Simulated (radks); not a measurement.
Problem. These are the eigenvalues of the occupied orbitals of an atom or ion with whole-number occupations (hartree). Method: non-relativistic Kohn-Sham, PBE, spin-polarised, spherical densities, point nucleus; computed with a radial shooting solver on a logarithmic mesh with Libxc functionals.

orbital  eigenvalue
1s up     -2831.586
1s down   -2831.445
2s up     -638.9129
2s down   -638.7198
2p up     -624.9771
2p down   -624.8154
3s up     -271.5409

Which element is it, and in what charge state? The configuration may be excited. Open shells, if any, are filled with parallel spins first.

Solution. Z = 78, platinum, charge +67: Pt67+ in [Ne] 3s1. The list shows which subshells hold electrons but not how many an open one holds; the 1s level, -2831.6 hartree, gives Z - s = 75.3 by -(Z - s)^2/2, which with screening narrows Z to a few neighbours, and the depths of the outer levels then fix element, charge and occupations together.
